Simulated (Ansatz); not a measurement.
Species: AlSiH5, charge 0, singlet. AlSiH5 (SMILES [AlH2][SiH3]).
B3LYP-D3(BJ)/def2-TZVP minimum from Ansatz (an electronic-structure program):
```
Si
H 1 1.4859
H 1 1.4872 2 107.69
H 1 1.4893 2 107.20 3 114.69
Al 1 2.4600 2 113.14 4 121.26
H 5 1.5833 1 121.27 2 -17.12
H 5 1.5835 6 118.81 1 178.97
```
Charge 0, spin multiplicity 1.

Hartree-Fock and CCSD(T) correlation energies in hartree (Ansatz). Open shells are spin-unrestricted; no spin-orbit coupling. Cores are frozen in correlated methods. No relativity.

```
basis        X       E(HF)  E(corr, CCSD(T))
-----------  -  ----------  ----------------
cc-pV(T+d)Z  3  -533.76067          -0.26620
cc-pV(Q+d)Z  4  -533.76668          -0.27859
cc-pV(5+d)Z  5  -533.76785          withheld
```

### Question
Fit E(corr) = E∞ + A/X³ to X = 3 and 4, predict X = 5, and compare with the run.

### Answer
A = (-0.26620 - (-0.27859))/(1/27 - 1/64) = 0.5786; E∞ = -0.27859 - A/64 = -0.28763; at X = 5, E∞ + A/125 = -0.28300. The run gave -0.28226, 0.74 mEh above the prediction. The same form on X = 4 and 5 gives E∞ = -0.28611, 1.52 mEh above the first estimate.
